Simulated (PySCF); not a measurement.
**Diatomics of Hg with the second period**

PBE0 with triple-zeta basis sets in PySCF, for the lowest determinant that a PBE0 search found; no spin–orbit coupling. De refers to high-spin ground-configuration atoms. A positive dipole means M(−)Hg(+).

```json
{"M": "Li", "basis": "def2-TZVP", "state (unpaired electrons)": "doublet (σ ↑)", "Re (Å)": "3.022", "ωe (cm⁻¹)": "138", "De (eV)": "0.13", "μ (D)": "-0.29"}
{"M": "B", "basis": "def2-TZVPP", "state (unpaired electrons)": "doublet (π ↑)", "Re (Å)": "2.343", "ωe (cm⁻¹)": "266", "De (eV)": "0.38", "μ (D)": "1.58"}
{"M": "C", "basis": "x2c-TZVPPall", "state (unpaired electrons)": "triplet (π ↑↑)", "Re (Å)": "2.130", "ωe (cm⁻¹)": "397", "De (eV)": "0.83", "μ (D)": "2.59"}
{"M": "O", "basis": "def2-TZVPP", "state (unpaired electrons)": "triplet (σ ↑, π ↑)", "Re (Å)": "2.184", "ωe (cm⁻¹)": "290", "De (eV)": "0.37", "μ (D)": "1.97"}
{"M": "F", "basis": "def2-TZVPP", "state (unpaired electrons)": "doublet (σ ↑)", "Re (Å)": "2.046", "ωe (cm⁻¹)": "442", "De (eV)": "1.42", "μ (D)": "3.20"}
```

The shortest bond is that of HgF (2.046 Å), the longest that of LiHg (3.022 Å). HgF is bound most strongly (1.42 eV) and LiHg least (0.13 eV).

The rows differ in basis set, which adds steps of its own.

The state changes along the series, so neighbouring rows are not always alike in their bonding.

Weak bonds: HgB, HgO, LiHg. Basis-set superposition, not corrected here, can be much of De in a small basis, most of all at correlated wavefunction levels. Functionals without a dispersion term scatter widely for such bonds, and LDA overbinds them. These are scalar-relativistic numbers at best; spin–orbit coupling would shift them, the dissociation energy most. States were picked by a PBE0 search and need not be the measured ground states.
